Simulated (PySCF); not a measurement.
Electronic structure of Be (beryllium, neutral) at the UHF level

Configuration: [He] 2s2, closed-shell 1S. Computed with PySCF 2.14 in ANO-RCC-VTZP (4s3p2d1f, 30 functions), with scalar relativity by spin-free X2C-1e.

```json
{
  "Total energy": "-14.575272 hartree",
  "One-electron energy": "-19.0690 hartree",
  "Hartree (Coulomb) energy": "7.1628 hartree",
  "Exchange energy": "-2.6691 hartree",
  "⟨S²⟩": "0.0000",
  "⟨L²⟩": "0.000",
  "Sum of ⟨r⟩": "6.090 bohr",
  "Sum of ⟨r²⟩": "16.95 bohr²",
  "Langevin diamagnetic susceptibility": "-13.4 ×10⁻⁶ cm³/mol"
}
```

| shell | electrons | mean orbital energy (eV) | rms radius, mean of both spins (bohr) |
| --- | --- | --- | --- |
| 1s | 2 | -128.78 | 0.483 |
| 2s | 2 | -8.389 | 2.87 |
